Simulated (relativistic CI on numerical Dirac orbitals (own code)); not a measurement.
# Lu2+: resonant inelastic scattering at the L2,3 edge

Computed with this model: Dirac-Coulomb-Breit CI, separate exchange-only KLI orbitals for each configuration, model QED (radiative potential, 1s self-energy scaled to tabulated hydrogen-like ionisation energies), valence Slater integrals scaled by 0.8, Kramers-Heisenberg scattering through one core-hole configuration in a parametric crystal field; configurations [Xe] 4f14 5d → [He] 2s2 2p5 3s2 3p6 3d10 4s2 4p6 4d10 4f14 5s2 5p6 5d2; 80 K; core-hole width 5 eV; summed over polarisations. Incident energies are the highest absorption maxima for each field (at most a few, so the weaker spin-orbit partner edge can be absent), on the computed scale of the free ion. Intensities are in per cent of the strongest line above 0.02 eV; levels within 1 cm⁻¹ are merged; final levels count from the ground level, the first row holds all elastic scattering, lines under 0.4 are left out and each table stops after 24 rows. The scale of the Slater integrals is a model choice and moves the terms in proportion. The configuration is assumed, with all valence electrons in the open shell; the free ion's ground configuration is another.

Field parameters in Wybourne normalisation: Oh B⁴₀ = 21Dq, B⁴₄ = √(5/14) B⁴₀. The field is a parameter set, without covalency.

S is read from ⟨S²⟩ = S(S + 1).

Oh, 10Dq = 5500 cm⁻¹:

```
Final level (eV)  Degeneracy  Irrep     S  9245.3 eV  10350.6 eV
           0.000           4     Γ8  0.50     3503.3       595.3
           0.178           2     Γ7  0.50       81.0         3.1
           0.777           4     Γ8  0.50      100.0        53.3
```

Oh, 10Dq = 12450 cm⁻¹:

| Final level (eV) | Degeneracy | Irrep | S | 9245.3 eV | 10350.6 eV |
| --- | --- | --- | --- | --- | --- |
| 0.000 | 4 | Γ8 | 0.50 | 3110.4 | 545.7 |
| 0.166 | 2 | Γ7 | 0.50 | 90.0 | 2.8 |
| 1.616 | 4 | Γ8 | 0.50 | 100.0 | 56.0 |

Oh, 10Dq = 19400 cm⁻¹:

```
Final level (eV)  Degeneracy  Irrep     S  9245.5 eV  10350.5 eV
           0.000           4     Γ8  0.50     2770.7       508.1
           0.163           2     Γ7  0.50       84.6         2.3
           2.471           4     Γ8  0.50      100.0        51.2
```

For the first field the strongest loss at the lowest incident energy is the level at 0.78 eV (S = 0.50, against 0.50 in the thermal ground state).
